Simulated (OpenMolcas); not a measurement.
**CH4BFOSi (SMILES O=CB[SiH2]F): the energy, rung by rung**

CH4BFOSi: 9 atoms, total charge 0, spin state singlet. SMILES: `O=CB[SiH2]F`. Geometry: relaxed at PBE0-D4/def2-TZVP. This is one conformer, not always the lowest.

```xyz
9

O    -0.7895    0.7804    1.7038
C    -0.1283    1.4421    0.9104
B     0.6281    0.1887    0.4958
Si   -0.0772   -1.0076   -0.9450
F    -1.3608   -0.3492   -1.6597
H    -0.2624    2.5250    0.7785
H     1.6087   -0.0849    1.1217
H     0.9640   -1.2026   -1.9919
H    -0.4942   -2.3381   -0.4309
```

Each level gives the energy change with the Si4–F5 bond stretched from 1.610 to 1.851 Å (eV). The values are calculated.

```tsv
level	kind	program	value (eV)	less CCSD(T)/def2-SVP	CPU time (all runs)
HF/def2-SVP (unrestricted)	Hartree–Fock	OpenMolcas	0.64	+0.15	22 s
SVWN5/def2-SVP (restricted)	LDA	OpenMolcas	0.53	+0.04	47 s
BLYP/def2-SVP (restricted)	GGA	OpenMolcas	0.38	-0.11	62 s
M06-L/def2-SVP (restricted)	meta-GGA	OpenMolcas	0.49	0.00	78 s
TPSS/def2-SVP (restricted)	meta-GGA	OpenMolcas	0.44	-0.05	83 s
BHLYP/def2-SVP (restricted)	global hybrid	OpenMolcas	0.60	+0.11	59 s
B2PLYP/def2-SVP (restricted)	double hybrid	OpenMolcas	0.50	+0.01	54 s
MP2/def2-SVP (restricted)	perturbation theory	OpenMolcas	0.50	+0.01	19 s
CCSD(T)/def2-SVP (restricted)	coupled cluster or CI	OpenMolcas	0.49	0.00	2.9 min
```

CCSD(T)/def2-SVP (restricted) is the highest level here, not the true value. The first shape isn't each level's own minimum. The values span 0.38 to 0.64 eV. Times are those of the runs behind each value, whatever else they computed, on shared processors of several kinds: orders of magnitude only.
